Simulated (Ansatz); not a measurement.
`CCC(F)(F)F` + `B[SiH](O)F` → `B[SiH](F)OC` + `CC(F)(F)F`  (substitution at a C–C bond)

Gas-phase electronic energies from Ansatz, PBE0-D4/def2-TZVP geometries. CBS: MP2 limit from def2 TZ/QZ plus the TZ coupled-cluster correction, frozen cores. Functionals use def2-TZVPP. Each species was taken in one conformer, which may not be the lowest.

```tsv
species	r2SCANh energy (Eh)
`CCC(F)(F)F`	-416.84948
`B[SiH](O)F`	-491.84895
`B[SiH](F)OC`	-531.13061
`CC(F)(F)F`	-377.54786
```

(1) Work out ΔE.

Largest T1 diagnostic among the species: 0.012.

Answers

(1) ΔE = (-531.13061) + (-377.54786) − (-416.84948) − (-491.84895) = 0.01996 Eh = +12.5 kcal/mol. CCSD(T)/CBS gives +13.1 kcal/mol.

Leaving LDA and LC-ωPBE aside and taking each functional with its dispersion term where it has one, the values, not all of them listed here, spread over 2.7 kcal/mol, from BLYP-D4 to PBE-QIDH. LDA lies +1.2 kcal/mol from PBE without D4. At CCSD(T), def2-SVP lies −1.6 kcal/mol from the extrapolated value and def2-TZVPP −0.4 kcal/mol.
